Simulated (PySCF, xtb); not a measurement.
Ge(F)2(Br)(NH2) (BrF2GeH2N), SMILES [F][Ge]([NH2])([Br])[F].

xtb with GFN2-xTB at its own geometry gives an orbital gap of 5.20 eV and a dipole moment of 4.43 D.

The structure is a stationary point at B3LYP-D3(BJ)/def2-SVP. This is a generated structure with no PubChem entry under its InChIKey; it may be hypothetical. One conformer was computed; it need not be the lowest.

**Question.** What does PBE/def2-TZVP in PySCF give? (The exact figures need the calculation; the answer reports its results.)

**Answer.** gap 4.83 eV (levels -7.19 and -2.36 eV), dipole 3.20 D.
